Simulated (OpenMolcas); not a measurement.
Potential curves of GeAs: spin-free states

Calculated with OpenMolcas 26.06: state-averaged CASSCF(7,7) over As 4p, Ge 4s 4p, XMS-CASPT2 (IPEA 0.25, imaginary shift 0.2 hartree), scalar X2C, ANO-RCC-VTZP, then RASSI spin–orbit state interaction with atomic mean-field integrals. C2 symmetry about the axis (a holds Σ, Δ, Γ; b holds Π, Φ, H; Σ⁺ and Σ⁻ are not told apart); roots by multiplicity and irrep: 2b 8, 2a 7, 4a 4, 4b 2, 6a 1.

XMS-CASPT2 energies in eV from the lowest point. Curves are followed by energy order within each symmetry, so they are adiabatic and may change character at avoided crossings; Σ⁺ and Σ⁻ are counted together.

```tsv
R (Å)	(1)2Π	(1)2Σ	(1)4Π	(1)4Σ	(2)2Σ	(1)6Σ	(3)2Σ
1.937	1.478	0.849	4.929	3.739	4.339	6.768	5.223
2.049	0.554	0.271	3.499	2.696	3.441	5.258	4.168
2.252	0.000	0.150	2.136	1.874	2.719	3.731	3.306
2.365	0.044	0.358	1.796	1.755	2.614	3.289	3.158
2.477	0.213	0.659	1.637	1.770	2.629	3.019	3.137
2.635	0.571	1.136	1.610	1.913	2.749	2.825	3.250
2.837	1.090	1.724	1.762	2.177	2.991	2.743	3.491
3.153	1.790	2.357	2.136	2.528	3.396	2.755	3.918
3.603	2.408	2.709	2.582	2.753	3.949	2.817	4.283
4.279	2.755	2.855	2.811	2.849	4.374	2.874	4.374
```

The 7 lowest clean curves are shown; the next is (2)2Δ, from 3.35 eV. Left out for impure symmetry, kinks or missing points, though low: (1)4Δ, (2)4Σ, (2)2Π, (1)2Δ, (3)2Π, (1)2Φ. Only roots inside an energy window near the equilibrium distance were included, so the list of states is not complete; labels number the states computed. Each spin and symmetry block has orbitals of its own, averaged over its own roots, so gaps between blocks are less sure than gaps within one and near the minimum can be off by tenths of an eV, in bad cases by more. No Rydberg orbitals are active, so Rydberg states, and σ→σ* states whose orbital the CASSCF left unused, can be missing between those listed. CASPT2 splits the two components of degenerate states numerically, here by up to 130 cm⁻¹. At stretched bonds a block can hold a wrong CASSCF solution and miss its lowest state; points past a visible jump are left out. No roots were computed in block 6b (none fell in the window or the block failed), so states of that kind are missing and can lie low or lowest. Points that failed a check (symmetry, reference weights, a jump) are left out.
